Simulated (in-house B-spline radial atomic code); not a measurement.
Binding energies in Ho

NIST's tabulated ground configuration is [Xe] 4f11 6s2; each binding energy is the energy of the ion with one electron taken from that subshell, relaxed, less that of the parent. Method: Dirac-Kohn-Sham PBE, spherical fractional occupations, Fermi nucleus of rms radius 5.2022 fm. Calculated with a B-spline radial code for spherical atoms. Energies include first-order Breit, QED and recoil terms.

```csv
subshell,X-ray name,binding energy (eV),-ε (eV),relaxation (eV)
1s,K,55685,55423.6,-483.9
2s,L1,9321.2,9265.6,-84.5
2p1/2,L2,8900.9,8819.7,-109.1
2p3/2,L3,8040.7,7962.8,-96.3
3s,M1,2086,2069.4,-22.3
3p1/2,M2,1893,1874.1,-24.0
3p3/2,M3,1713.9,1695.1,-22.0
3d3/2,M4,1385,1359.9,-26.9
3d5/2,M5,1345.8,1320.8,-26.1
4s,N1,416.5,408.7,-9.0
4p1/2,N2,339,331.1,-8.9
4p3/2,N3,299.1,291.0,-8.6
4d3/2,N4,171.4,163.2,-8.4
4d5/2,N5,164.2,155.9,-8.3
5s,O1,56.06,50.27,-5.95
5p1/2,O2,34.87,29.43,-5.55
5p3/2,O3,29.68,24.42,-5.30
4f,"N6,7",10.38,3.13,-7.13
6s,P1,6.3,3.79,-2.52
```

Relaxation = -ε minus the binding energy without Breit, QED and recoil terms. With a density functional, K lines can miss by some tenths of a per cent, more in light atoms. For a density functional the relaxation so defined is negative, because -ε of a Kohn-Sham level is smaller than the binding energy.

Emission lines follow as differences of binding energies, with λ = 12398.42 eV·Å / E:

```json
{"line": "K-L3", "holes": "1s → 2p3/2", "energy (eV)": "47644.3", "wavelength (Å)": "0.26023"}
{"line": "K-L2", "holes": "1s → 2p1/2", "energy (eV)": "46784.1", "wavelength (Å)": "0.26501"}
{"line": "K-M3", "holes": "1s → 3p3/2", "energy (eV)": "53971.1", "wavelength (Å)": "0.22972"}
{"line": "L3-M5", "holes": "2p3/2 → 3d5/2", "energy (eV)": "6694.9", "wavelength (Å)": "1.8519"}
{"line": "L2-M4", "holes": "2p1/2 → 3d3/2", "energy (eV)": "7515.9", "wavelength (Å)": "1.6496"}
{"line": "L1-M3", "holes": "2s → 3p3/2", "energy (eV)": "7607.3", "wavelength (Å)": "1.6298"}
{"line": "L3-M1", "holes": "2p3/2 → 3s", "energy (eV)": "5954.7", "wavelength (Å)": "2.0821"}
{"line": "L2-N4", "holes": "2p1/2 → 4d3/2", "energy (eV)": "8729.5", "wavelength (Å)": "1.4203"}
```

Problem. What screening constant σ does Moseley's law, E = (3/4)·13.6057 eV·(Z - σ)², need for K-L3?

Solution. σ = -1.33.

Moseley's non-relativistic formula needs a falling, then negative, screening constant for heavy elements, because relativity binds the 1s electron more strongly than the formula allows.

Problem. What does it cost to remove both a 3s and a 4s electron?

Solution. 2526 eV, which is 23.53 eV more than the two single binding energies together.

Problem. What does it cost to remove both a 3p3/2 and a 4p3/2 electron?

Solution. 2035.4 eV, which is 22.43 eV more than the two single binding energies together.

Problem. What does it cost to remove both a 4f and a 5p3/2 electron?

Solution. 52.696 eV, which is 12.63 eV more than the two single binding energies together.
